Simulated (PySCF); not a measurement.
CH₇FGeSi.
Cartesian coordinates in Å at the PBE0-D3(BJ)/def2-SVP level; atoms count from 1:
```
atom  x, y, z in Å
F1    -0.0276   -2.0451    0.9009
C2     0.0255   -0.9728    0.0105
Si3   -1.6388   -0.0579    0.0601
Ge4    1.5917    0.1356    0.4875
H5     0.1904   -1.3729   -1.0071
H6    -1.6177    1.0258   -0.9696
H7    -1.8438    0.5429    1.4108
H8    -2.7510   -1.0097   -0.2321
H9     1.3902    0.7047    1.9012
H10    1.7280    1.2890   -0.5236
H11    2.8529   -0.7430    0.4567
```

Computed with delta-SCF UKS SCAN, pcX-2 on the ionised atom, pcseg-1 elsewhere, spin-free X2C in PySCF 2.14.0. Each 1s hole has a ground state of its own, since the core basis sits on the ionised atom alone.

| ionised atom | basis functions | E(ionised) (Eh) | binding energy (eV) |
| --- | --- | --- | --- |
| C2 | 139 | -2515.58801 | 292.148 |
| F1 | 139 | -2500.92924 | 692.194 |
| Si3 | 150 | -2458.50746 | 1846.655 |

Question: Fill in the total energy of each ground state.

Answer: With binding energy = E(ionised) − E(ground) and 27.2114 eV a hartree:

```csv
atom,binding energy (Eh),E(ground) (Eh)
C2,10.7362,-2526.3243
F1,25.4377,-2526.3669
Si3,67.8633,-2526.3708
```

Question: How much do the ground-state energies differ, and what would follow from using one of them for all holes?

Answer: They run from -2526.3708 Eh (core basis on Si3) to -2526.3243 Eh (on C2), 0.0465 Eh or 1.27 eV apart, for one and the same state in different bases and grids. Pairing the ion of C2 with the ground state of Si3 would put its binding energy 1.27 eV too high.

Only 1s holes are shown. Geometry: PBE0-D3(BJ)/def2-SVP; no solvent, vibrations or thermal averaging.

Time: 31 s of wall time. Hardware: an Arm Neoverse V1 with one thread, no GPU, on a shared host.
